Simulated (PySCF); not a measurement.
## Calculated NMR data

Computed data (PySCF 2.14.0 with density-fitted response routines): geometry from GFN2-xTB, σ from GIAO-PBE0/pcSseg-1. One computed conformer, one averaged value for each set of equivalent atoms, no solvent model, non-relativistic Hamiltonian.

δ = σ(ref) − σ, references computed at the same level: 1H and 13C vs TMS. Where no couplings were computed, multiplicities follow the n + 1 count of equivalent neighbours, and m marks all less simple cases (inequivalent or close neighbours, rings, F or P nearby). Shifts are as computed. Against solution values, carbons near 30 ppm lie about +3 ppm off and those near 130 ppm about +5 ppm. Of 1309 compounds with measured shifts, 239 miss one by over three times the rms of a fit or turn the order of signals round; such compounds aren't used in these exercises.

Compound 1 (C5H12O2Si). 1H NMR (600 MHz, computed): δ 4.61 (q, 1H), 3.95 (s, 3H), 3.72 (d, 3H), 3.04 (m, 1H), 0.91 (m, 1H), 0.84 (m, 1H), 0.69 (m, 1H), 0.36 (m, 1H). 13C{1H} NMR (computed): δ 109.1 (CH), 64.9 (CH3), 61.9 (CH), 10.4 (CH2), 9.1 (CH2). Structure: `CO[C@@H]([SiH3])OC1CC1`.

Compound 2 (C5H12O2Si). 1H NMR (600 MHz, computed): δ 5.54 (m, 1H), 3.87 (s, 3H), 3.85 (m, 1H), 3.33 (s, 3H), 1.79 (m, 2H), 1.50 (m, 2H). 13C{1H} NMR (computed): δ 76.0 (CH), 57.8 (CH3), 54.0 (CH3), 29.4 (CH2). Structure: `CO[C@H]1C[Si@H](OC)C1`.

Compound 3 (C5H12O2Si). 1H NMR (600 MHz, computed): δ 5.13 (m, 1H), 3.85 (s, 3H), 3.37 (s, 3H), 3.36 (m, 1H), 1.86 (m, 2H), 1.68 (m, 2H). 13C{1H} NMR (computed): δ 70.4 (CH), 57.4 (CH3), 54.0 (CH3), 30.6 (CH2). Structure: `O(C)[C@H]1C[Si@@H](OC)C1`.
